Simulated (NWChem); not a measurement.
Everything below was run with NWChem. System: Sb (+1), charge 1, spin multiplicity 3. Its SCF solution wasn't tested for a lower state. Level: ROCCSD(T)/def2-QZVP with def2 effective core potentials on Sb, 4 core orbitals frozen.

Input file:

```
start mol
memory heap 100 mb stack 700 mb global 1900 mb
charge 1
geometry units angstroms nocenter noautoz
  Sb     0.000000     0.000000     0.000000
  symmetry group D2h
end
basis spherical
  * library def2-qzvp
end
ecp
  Sb library def2-ecp
end
scf
  rohf
  nopen 2
  maxiter 100
  thresh 1e-7
  semidirect memsize 60000000 filesize 0
  # guess.movecs holds the orbitals of an unrestricted PBE0 run
  vectors input guess.movecs output mol.movecs
end
tce
  freeze core 4
  ccsd(t)
  2eorb
  2emet 13
  thresh 1e-6
  maxiter 100
  tilesize 24
end
task tce energy
```

Part of the output:

```
             Northwest Computational Chemistry Package (NWChem) 7.3.0
             --------------------------------------------------------

                                NWChem Input Module
                                -------------------

 Scaling coordinates for geometry "geometry" by  1.889725989
 (inverse scale =  0.529177249)

                             Geometry "geometry" -> ""
                             -------------------------

 Output coordinates in angstroms (scale by  1.889725989 to convert to a.u.)

  No.       Tag          Charge          X              Y              Z
 ---- ---------------- ---------- -------------- -------------- --------------
    1 Sb                  51.0000     0.00000000     0.00000000     0.00000000

 Effective nuclear repulsion energy (a.u.)       0.0000000000

            Nuclear Dipole moment (a.u.)
            ----------------------------
        X                 Y               Z
 ---------------- ---------------- ----------------
     0.0000000000     0.0000000000     0.0000000000

      Symmetry information
      --------------------

 Group name             D2h
 Group number             26
 Group order               8
 No. of unique centers     1

      Symmetry unique atoms

     1


 Summary of "ao basis" -> "" (spherical)
 ------------------------------------------------------------------------------
       Tag                 Description            Shells   Functions and Types
 ---------------- ------------------------------  ------  ---------------------
 *                         def2-qzvp                  on all atoms

 Summary of "ao basis" -> "ao basis" (spherical)
 ------------------------------------------------------------------------------
       Tag                 Description            Shells   Functions and Types
 ---------------- ------------------------------  ------  ---------------------
 Sb                        def2-qzvp                22       82   7s6p4d4f1g

                                 NWChem SCF Module
                                 -----------------

  ao basis        = "ao basis"
[...]
            Beta electrons :    10
           No. of orbitals :   164
            Alpha orbitals :    82
             Beta orbitals :    82
        Alpha frozen cores :     4
         Beta frozen cores :     4
     Alpha frozen virtuals :     0
      Beta frozen virtuals :     0
         Spin multiplicity : triplet
    Number of AO functions :    82
       Number of AO shells :    22
        Use of symmetry is : on
      Symmetry adaption is : on
         Schwarz screening : 0.10D-09

          Correlation Information
          -----------------------
          Calculation type : Coupled-cluster singles & doubles w/ perturbation
   Perturbative correction : (T)
            Max iterations :      100
        Residual threshold : 0.10D-05
     T(0) DIIS level shift : 0.00D+00
     L(0) DIIS level shift : 0.00D+00
     T(1) DIIS level shift : 0.00D+00
     L(1) DIIS level shift : 0.00D+00
     T(R) DIIS level shift : 0.00D+00
     T(I) DIIS level shift : 0.00D+00
   CC-T/L Amplitude update :  5-th order DIIS
                I/O scheme : Global Array Library
        L-threshold :  0.10D-05
        EOM-threshold :  0.10D-05
 no EOMCCSD initial starts read in
 TCE RESTART OPTIONS
 SLICE:      F
 D4D5:       F
 quantumc:   F
 qrotation:  F
 pwtce:      F
 qducc:      F
 nacto:                         0
 nrotv:                         0
 nrot:                          0

            Memory Information
            ------------------
          Available GA space size is     249023352 doubles
          Available MA space size is     104822372 doubles

 Maximum block size supplied by input
 Maximum block size        24 doubles

 tile_dim =     14

 -------------------------------------------------

 Global array virtual files algorithm will be used

 Parallel file system coherency ......... OK

 4-electron integrals stored in orbital form

 v2    file size   =          1003393
 4-index algorithm nr.  13 is used
 imaxsize =       30
 imaxsize ichop =        0


CCSD iterations
 ---------------------------------------------------------
 Iter          Residuum       Correlation     Cpu    Wall
 ---------------------------------------------------------
    1   0.2378952909934  -0.5108629096175     1.9     1.9
    2   0.0390031528029  -0.4580293874304     2.0     2.0
    3   0.0100738943797  -0.4693306304409     1.6     1.6
    4   0.0028310996136  -0.4677692532419     1.6     1.6
    5   0.0012058489173  -0.4682767720237     1.6     1.6
    6   0.0003273606256  -0.4682816496284     1.8     1.8
    7   0.0001027572409  -0.4682877862226     1.6     1.6
    8   0.0000382221066  -0.4682883974407     1.6     1.6
    9   0.0000165845277  -0.4682891134432     1.6     1.6
   10   0.0000073940572  -0.4682895041868     1.9     1.9
   11   0.0000015166664  -0.4682897867348     1.8     1.8
   12   0.0000004631217  -0.4682898638976     1.8     1.8
 -----------------------------------------------------------------
 Iterations converged
 CCSD correlation energy / hartree =        -0.468289863897637
 CCSD total energy / hartree       =      -239.426935128911083

 Singles contributions

 Doubles contributions
 CCSD(T)
 Using plain CCSD(T) code
             total no. of tasks         8420
 total no. of tasks / no. procs         8420
                         wl_min            4           1.3
                         wl_max        74088           6.5
        thresh for no. of tasks         8420

 CCSD[T]  correction energy / hartree =        -0.009354312286698
 CCSD[T] correlation energy / hartree =        -0.477644176184335
 CCSD[T] total energy / hartree       =      -239.436289441197772
 CCSD(T)  correction energy / hartree =        -0.009177155585993
 CCSD(T) correlation energy / hartree =        -0.477467019483630
 CCSD(T) total energy / hartree       =      -239.436112284497085

 Task  times  cpu:       47.6s     wall:       47.6s

 Total times  cpu:       47.6s     wall:       47.6s
```
